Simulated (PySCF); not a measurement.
Positional isomers: benzothiophene fluoro+silyl. All species are isolated molecules in the gas phase. Strings in code marks are SMILES.

The four lowest singlet excitations (Tamm–Dancoff). Level of theory: PBE-D3(BJ)/def2-TZVP // PBE-D3(BJ)/def2-SVP (PySCF 2.14.0). Excitations are Tamm–Dancoff values on a coarser integration grid. The basis has no diffuse functions, so Rydberg states are missing or too high.

```json
[
 {"state": "S1", "energy (eV)": "4.18", "wavelength (nm)": "296", "oscillator strength": "0.097"},
 {"state": "S2", "energy (eV)": "4.39", "wavelength (nm)": "282", "oscillator strength": "0.020"},
 {"state": "S3", "energy (eV)": "4.97", "wavelength (nm)": "250", "oscillator strength": "0.000"},
 {"state": "S4", "energy (eV)": "5.09", "wavelength (nm)": "244", "oscillator strength": "0.046"}
]
```

Name which member gives these states.
(A) `Fc1cc2cccc([SiH3])c2s1`
(B) `Fc1cc2cc([SiH3])ccc2s1`
(C) `Fc1ccc([SiH3])c2ccsc12`
(D) `Fc1cc2ccc([SiH3])cc2s1`

C, `Fc1ccc([SiH3])c2ccsc12`
